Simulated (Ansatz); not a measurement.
Cost and result for the atomization energy of `CN(C)[Si](O)(O)N(C)C` (23 atoms, 22 bonds).

```tsv
atom	x (Å)	y (Å)	z (Å)
C1	2.022	0.609	-0.316
N2	0.707	1.190	-0.211
C3	0.622	2.527	-0.742
Si4	-0.530	0.372	0.626
O5	-1.851	1.312	0.316
O6	-0.327	0.218	2.257
N7	-0.624	-1.249	0.113
C8	-0.813	-2.393	0.968
C9	-0.660	-1.566	-1.293
H10	2.353	0.566	-1.362
H11	2.772	1.187	0.243
H12	2.022	-0.410	0.077
H13	-0.395	2.906	-0.659
H14	0.907	2.545	-1.803
H15	1.295	3.219	-0.213
H16	-2.672	1.008	0.704
H17	-0.244	1.040	2.740
H18	-0.753	-2.100	2.015
H19	-1.789	-2.872	0.797
H20	-0.042	-3.153	0.781
H21	-1.629	-1.990	-1.593
H22	0.115	-2.300	-1.553
H23	-0.486	-0.669	-1.892
```

Total charge 0; spin multiplicity 1. All single points use the PBE0-D4/def2-TZVP geometry. It is one conformer, not always the lowest. Program: Ansatz. All runs use 4 threads of an AMD EPYC 7R13 on a shared host and a share of an NVIDIA H100 80 GB. Times are those of one run each, without the atoms' runs, and a repeat can differ threefold. Electronic energies, without spin–orbit coupling; frozen cores. CCSD(T)/CBS adds CCSD(T) − MP2 in def2-TZVPP to the MP2 limit, and its time is that of the two runs behind it. T1 = 0.011. B3LYP takes the VWN-RPA correlation (the form of Gaussian; ORCA's B3LYP/G).

CCSD(T)/CBS is a level of theory with its own doubt, some kJ/mol a heavy atom from the limit and from the frozen cores, so smaller differences don't rank the functionals.

| level | functions | wall time | atomization (kJ/mol) | difference from CCSD(T)/CBS | per bond |
| --- | --- | --- | --- | --- | --- |
| BHLYP-D4/def2-TZVPP | 486 | 2.8 s | 8767.8 | -256.8 | -11.7 |
| CCSD(T)/def2-SVP | 200 | 3 s | 8484.5 | -540.1 | -24.6 |
| PBE0-D4/def2-TZVPP | 486 | 3.1 s | 9020.8 | -3.8 | -0.2 |
| revPBE-D4/def2-TZVPP | 486 | 3.8 s | 8961.6 | -63.0 | -2.9 |
| CAM-B3LYP-D4/def2-TZVPP | 486 | 3.8 s | 9079.2 | 54.6 | 2.5 |
| r2SCAN-D4/def2-TZVPP (with forces) | 486 | 4.1 s | 9006.3 | -18.3 | -0.8 |
| B97M-V/def2-TZVPP | 486 | 4.1 s | 9007.2 | -17.4 | -0.8 |
| B2PLYP/def2-TZVPP | 486 | 4.4 s | 8917.7 | -106.9 | -4.9 |
| ωB97M-V/def2-TZVPP (with forces) | 486 | 5.5 s | 9050.8 | 26.2 | 1.2 |
| B3LYP-D4/def2-TZVPP (with forces) | 486 | 6 s | 9027.4 | 2.8 | 0.1 |
| MP2/def2-QZVPP | 946 | 9.1 s | 9064.2 | 39.6 | 1.8 |
| CCSD(T)/def2-TZVPP | 486 | 47 s | 8782.2 | -242.4 | -11.0 |
| CCSD(T)/CBS(def2) | – | 56 s | 9024.6 | 0.0 | 0.0 |

From PBE to PBE0 (25 % exact exchange), in def2-TZVPP and without D4, the atomization energy moves by −148.5 kJ/mol: exact exchange takes away binding that semilocal exchange gives to molecules. At CCSD(T), def2-SVP lies −540.1 kJ/mol from the extrapolated value and def2-TZVPP −242.4 kJ/mol: correlation converges slowly with the basis, and small sets miss more of it in the bonded molecule than in its fragments. The D4 term adds +95.3 kJ/mol with B3LYP and +51.9 kJ/mol with PBE0; it sums over pairs of atoms, weighted by their polarisabilities, and B3LYP, whose exchange is more repulsive, gets the larger term.
